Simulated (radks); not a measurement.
Spherical jellium clusters: N electrons in a uniform positive sphere of charge N and radius rs N^(1/3), rs = 2.32 bohr. Method: non-relativistic Kohn-Sham, exchange-only LDA, spin-polarised, spherical densities; computed with a radial shooting solver with Libxc functionals. Levels are named by radial order and angular momentum (1s, 1p, 1d, 2s, ...), and open shells are averaged over m.

N = 3, configuration 1s2 1p(up 1, down 0). This is the lowest configuration that the search found. Occupied and some empty levels:

| level | occupation | eigenvalue (eV) | <r> (bohr) |
|---|---|---|---|
| 1s up | 1 | -5.9442 | 2.845 |
| 1s down | 1 | -5.2420 | 2.735 |
| 1p up | 1 | -1.8561 | 4.577 |
| 1p down | 0 | -0.87249 | 4.693 |
| 2s up | 0 | -0.44457 | 9.144 |

Energy (eV): total 1.28017, kinetic 10.522, external -75.359, Hartree 33.288, exchange-correlation -11.086, background 43.915.
